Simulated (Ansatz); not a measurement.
Ansatz (a first-principles code) input:
A basis named .json is the Basis Set Exchange file of that set.

Ansatz 0.2 input:
```yaml
crystal:
  periodic: [false, false, false]
  atoms:
    - {symbol: Si, position_ang: [0.78719875, 0.59393854, -0.30307161]}
    - {symbol: C, position_ang: [1.48944013, -0.97457061, -0.58849572]}
    - {symbol: F, position_ang: [1.33899123, 1.71366736, 0.79757253]}
    - {symbol: N, position_ang: [-0.84116281, 0.36860948, 0.31974756]}
    - {symbol: Si, position_ang: [-1.66101570, -1.10240287, 0.02395392]}
    - {symbol: H, position_ang: [0.77617160, 1.44498153, -1.53716733]}
    - {symbol: H, position_ang: [2.16848524, -1.12854320, -1.42309018]}
    - {symbol: H, position_ang: [1.55431300, -1.73862849, 0.18178005]}
    - {symbol: H, position_ang: [-1.28824382, 1.06625982, 0.89627310]}
    - {symbol: H, position_ang: [-3.03942368, -0.91640163, 0.61254994]}
    - {symbol: H, position_ang: [-1.14523010, -2.32492633, 0.69606618]}
    - {symbol: H, position_ang: [-1.89205725, -1.44008997, -1.40417536]}
basis:
  gaussian:
    orbitals: aug-cc-pV_T+d_Z.json
    fitting: {mean_field: def2-universal-jkfit, correlation: aug-cc-pVTZ-RIFIT.json}
total_charge: -1
magnetization: {spin_polarized: false}
correlation: {method: mp2, electrons: outside_noble_gas}
```

Problem. What final total energy does it print?

Solution. -774.83926 Eh (RI-MP2/aug-cc-pV(T+d)Z). The basis has 409 functions.

It need not be the lowest isomer of its formula. Whether it binds its extra electron was not tested at this geometry.
